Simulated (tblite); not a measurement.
Species: ethyl isobutyl amine, C6H15N.
SMILES with atom numbers: `[CH3:1][CH2:2][NH:3][CH2:4][CH:5]([CH3:6])[CH3:7]` (hydrogens: H8, H9, H10 on C1; H11, H12 on C2; H13 on N3; H14, H15 on C4; H16 on C5; H17, H18, H19 on C6; H20, H21, H22 on C7)

Computed with GFN2-xTB (tblite), gas phase: nudged elastic band of 9 images (0 to 8), spring 0.2 eV/Å², climbing image at the end, force threshold 0.05 eV/Å. The top image wasn't refined or checked by frequencies; at this threshold it can lie a kcal/mol or more above the true saddle point of the method.

The band describes a rotation about C4–C5 (sp3 carbon bound to nitrogen, sp3 CH carbon), followed by the dihedral N3–C4–C5–C7, from the optimised start (-177°) to a second optimised geometry at -70°.

**Question.** Give the energy profile along the converged band.

**Answer.** 
```json
{"image": "0", "dihedral (°)": "-177", "E (kJ/mol)": "0.00", "C4–C5 (Å)": "1.532", "N3···C7 (Å)": "3.79", "largest true force (eV/Å)": "0.01"}
{"image": "1", "dihedral (°)": "-164", "E (kJ/mol)": "1.52", "C4–C5 (Å)": "1.534", "N3···C7 (Å)": "3.78", "largest true force (eV/Å)": "0.05"}
{"image": "2", "dihedral (°)": "-150", "E (kJ/mol)": "4.95", "C4–C5 (Å)": "1.537", "N3···C7 (Å)": "3.74", "largest true force (eV/Å)": "0.05"}
{"image": "3", "dihedral (°)": "-137", "E (kJ/mol)": "8.24", "C4–C5 (Å)": "1.540", "N3···C7 (Å)": "3.67", "largest true force (eV/Å)": "0.04"}
{"image": "4", "dihedral (°)": "-123", "E (kJ/mol)": "9.75", "C4–C5 (Å)": "1.542", "N3···C7 (Å)": "3.58", "largest true force (eV/Å)": "0.04"}
{"image": "5", "dihedral (°)": "-110", "E (kJ/mol)": "8.84", "C4–C5 (Å)": "1.541", "N3···C7 (Å)": "3.46", "largest true force (eV/Å)": "0.04"}
{"image": "6", "dihedral (°)": "-97", "E (kJ/mol)": "6.20", "C4–C5 (Å)": "1.538", "N3···C7 (Å)": "3.33", "largest true force (eV/Å)": "0.04"}
{"image": "7", "dihedral (°)": "-83", "E (kJ/mol)": "3.54", "C4–C5 (Å)": "1.535", "N3···C7 (Å)": "3.18", "largest true force (eV/Å)": "0.04"}
{"image": "8", "dihedral (°)": "-70", "E (kJ/mol)": "2.43", "C4–C5 (Å)": "1.533", "N3···C7 (Å)": "3.06", "largest true force (eV/Å)": "0.01"}
```

Barriers of this band. The top is image 4 at -123°: 9.75 kJ/mol forward and 7.32 kJ/mol back; the end lies 2.43 kJ/mol above the start. The central bond is 0.010 Å longer at the top than at the start.

**Question.** What rate follows at 298 K for crossing this barrier forward?

**Answer.** Taking the electronic barrier for the free energy of activation (no zero-point or entropy terms, transmission 1), rate = (kT/h)·exp(−ΔE/kT) ≈ 1 × 10^11 s⁻¹, whose inverse is 8 × 10^-12 s. An error of 1 kcal/mol in the barrier changes this by a factor of 5, and the method and the loose band can each miss by that much or more. The barrier is only 3.9 kT, where transition-state theory is rough.

**Question.** How would the two end points share their population at 298 K, from these energies alone?

**Answer.** exp(−ΔE/kT) with ΔE = 0.025 eV gives 0.38 for the higher one (end) against 1 for the lower, without vibrational, rotational or degeneracy terms. GFN2-xTB can put conformers this close in the wrong order.

**Question.** How long is the path, and how are the images spaced?

**Answer.** Cartesian distances between aligned neighbours (all atoms, Å): 0.81, 0.76, 0.76, 0.76, 0.75, 0.75, 0.78, 1.04; the sum is 6.41 Å, and the top lies 48 % of the way along.

What follows is the cost of the whole band run. Hardware: an Arm Neoverse V1 with one thread, no GPU (shared host). Cost: 2.7 s wall, 0.19 GiB resident at most.
